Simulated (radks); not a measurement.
Q: Coherent X-ray form factor from a spherical all-electron density. Calculated with a radial shooting solver on a logarithmic mesh with Libxc functionals: scalar-relativistic Kohn-Sham, LDA (Slater exchange, Perdew-Wang correlation), spin-unpolarised, spherical densities, finite nucleus; Fermi nuclear charge, rms radius of each element as measured or else 0.836 A^(1/3) + 0.57 fm.

sin(theta)/lambda (1/angstrom)  f0 (electrons)
0.05                                    79.778
0.1                                     76.747
0.15                                    72.892
0.2                                     68.801
0.25                                    64.765
0.3                                     60.925
0.4                                     54.045
0.5                                     48.259
0.6                                     43.413
0.8                                     35.694
1                                       29.629
1.25                                    23.753
1.5                                     19.616
2                                       15.059

The species is in the configuration that NIST lists as its ground one. Which atom or ion scatters so?

A: Neutral thallium, [Hg] 6p1. Extrapolating in s^2 from the first two rows gives f0(0) = 80.8, near the electron count 81; among species with that count, the fall with angle is slower the higher Z, and the table is that of Z = 81; from so few rows the species is fixed only to a neighbour or two.
